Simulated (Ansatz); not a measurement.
Gas-phase reaction in SMILES: NB(N)O → [NH-]B(N)O + H+
Geometries: B3LYP-D3(BJ)/def2-TZVP minima from Ansatz (a quantum-chemistry and plane-wave program), one conformer each, not searched for the lowest.

Property: gas-phase deprotonation energy (electronic energy difference), in kJ/mol. Correlated levels leave the core frozen unless marked. Spin-orbit coupling is left out. Non-relativistic. Anions need diffuse functions: aug- sets have them; def2-D sets add few; the other sets have none. CBS marks a two-point X^-3 extrapolation of the correlation energy; Hartree-Fock from the larger set.

CCSD(T)/CBS(aug-cc-pVTZ,aug-cc-pVQZ) (Ansatz) gives 1632.9 kJ/mol.

Problem. Another calculation gave 1620.0 kJ/mol. Which level was it?
A) SVWN5/def2-TZVPD (Ansatz)
B) PBE/def2-TZVPD (Ansatz)
C) BHLYP/def2-TZVPD (Ansatz)
D) B97M-V/def2-TZVPD (Ansatz)

Solution. B, PBE/def2-TZVPD (Ansatz). The others give 1638.7 (B97M-V), 1656.4 (BHLYP), 1599.1 (SVWN5) kJ/mol.
